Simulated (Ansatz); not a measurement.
F₂H₃O₃Ta (`[OH][Ta]([OH])([OH])([F])[F]`) at its PBE0-D4/def2-TZVP geometry, where that method's forces vanish. Total charge 0; spin multiplicity 1. Ta takes the def2 core potential.

```xyz
9

O    -0.4236   -0.6467   -1.5881
Ta   -0.1896    0.0063    0.1673
O    -0.4091   -1.6721    1.0241
O     0.3360    1.7665   -0.3612
F     1.5699   -0.0612    0.8975
F    -1.7872    0.6639    0.8861
H    -0.3155   -0.0834   -2.3584
H     0.0949   -2.2681    1.5753
H     1.1240    2.2949   -0.2426
```

Question: What forces (eV/Å) does PBE-D4/def2-TZVPP give on these atoms in Ansatz? (Best estimate.)

Answer: Computed: 
```
O1  -0.127 -0.482 -0.169
Ta2  0.010  0.070 -0.008
O3  -0.316 -0.240 -0.018
O4  -0.227  0.259 -0.191
F5   0.411 -0.015  0.185
F6  -0.439  0.185  0.215
H7   0.052  0.256 -0.345
H8   0.251 -0.290  0.276
H9   0.385  0.256  0.055
```
